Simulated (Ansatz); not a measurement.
Process, species as SMILES: B (BH3) → [BH2-] + H+

Wanted: gas-phase deprotonation energy (electronic), in kcal/mol. Conventions: 6-311+G** with 5d; non-relativistic; 6-31G* and kin with 6d, 5d where marked; LANL2DZ all-electron up to Ne; no spin-orbit coupling; no dispersion term unless named. Ab initio and DFT rows: single points at B3LYP-D3(BJ) geometries (Ansatz, a first-principles code). Anions need diffuse functions, which STO-3G, LANL2DZ, def2-SVP, cc-pVDZ and Pople sets without + lack.

```tsv
level	program	gas-phase deprotonation energy (electronic) (kcal/mol)
B3LYP/STO-3G	Ansatz	568.0
B3LYP/3-21G	Ansatz	444.7
B3LYP/LANL2DZ	Ansatz	432.2
B3LYP/6-31G	Ansatz	450.9
B3LYP/6-31G*	Ansatz	450.0
B3LYP/6-31+G*	Ansatz	421.1
B3LYP/6-31G**	Ansatz	450.4
B3LYP/def2-SVP	Ansatz	432.6
B3LYP/cc-pVDZ	Ansatz	432.9
B3LYP/6-311+G**	Ansatz	420.8
B3LYP/def2-TZVPD	Ansatz	422.3
```

No value to compare with is used here. The 10 habitual levels span 420.8 (B3LYP/6-311+G**) to 568.0 kcal/mol (B3LYP/STO-3G); B3LYP/def2-TZVPD gives 422.3.

The sets are all those run for this method; left out are runs that failed, that the program found above a lower state of the same kind, or whose <S^2> lies over 0.5 above the pure value.
